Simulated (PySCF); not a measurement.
# Broadened absorption spectrum of cyclo-(H2GeSe)2

Cyclo-(H2GeSe)2.
Cartesian coordinates in Å at the PBE0-D3(BJ)/def2-SVP level; atoms count from 1:
```
atom  x, y, z in Å
Ge1   -1.035   -0.076    1.125
H2    -1.079   -1.154    2.224
H3    -2.184    0.932    1.312
Se4    1.076    0.997    1.027
Ge5    1.070    0.054   -1.146
H6     1.107    1.136   -2.241
H7     2.222   -0.949   -1.340
Se8   -1.037   -1.026   -1.045
```

Computed with TDDFT CAM-B3LYP/def2-SVPD, vertical, gas phase, core orbitals frozen in the response (PySCF). Relativistic effects, spin–orbit coupling among them, are left out although an element past zinc is present.

Computed states:

```
state  E (eV)       f
   S1    4.09  0.0000
   S2    4.12  0.0000
   S3    4.72  0.0000
   S4    4.82   0.022
   S5    5.06  0.0000
   S6    5.80  0.0000
   S7    6.04  0.0000
   S8    6.08   0.030
   S9    6.23   0.013
  S10    6.25  0.0000
  S11    6.32  0.0000
  S12    6.33  0.0000
  S13    6.85  0.0000
  S14    6.85  0.0073
  S15    6.90   0.018
```

Broadening: Gaussians 0.5 eV wide at half height, area fixed by f = 4.319×10⁻⁹ ∫ε dν̃. The cross-section is σ = 3.8235×10⁻²¹ ε cm², given in Mb (10⁻¹⁸ cm²). The width is an assumption, not a result. The curve ends short of the highest state used, and states not computed would add to its high-energy end.

(1) Give the broadened spectrum and its maxima.

(2) On this curve, what absorbance would a 10⁻⁵ mol/L sample give at 254 nm over a 1 cm path?

(3) Coming from long wavelengths, where does ε first pass 100 L mol⁻¹ cm⁻¹?

Answers

(1) 
```tsv
λ (nm)	σ (Mb)
196.9	6.35
202.9	8.45
208.9	5.93
215.0	2.32
221.0	0.57
227.0	0.14
233.0	0.28
239.0	0.99
245.0	2.35
251.0	3.83
257.0	4.51
263.0	4.01
269.0	2.79
275.1	1.55
281.1	0.72
287.1	0.28
293.1	0.10
299.1	0.03
305.1	0.01
311.1	0.00
317.1	0.00
323.1	0.00
329.1	0.00
335.2	0.00
341.2	0.00
347.2	0.00
353.2	0.00
359.2	0.00
365.2	0.00
371.2	0.00
```

Maxima: 257 nm (4.82 eV), ε about 1200, made up of S4 (100%); 203 nm (6.12 eV), ε about 2200, made up of S8 (73%) and S9 (27%) (ε in L mol⁻¹ cm⁻¹; maxima over ε = 5, shares over 10%).

(2) 254 nm is 4.881 eV, where ε is about 1100 L mol⁻¹ cm⁻¹, so A = ε c l ≈ 0.011 (Beer–Lambert, with the gas-phase spectrum and the assumed width).

(3) At about 285 nm (4.35 eV), 0.26 eV above S1.

One conformer stands for the species.
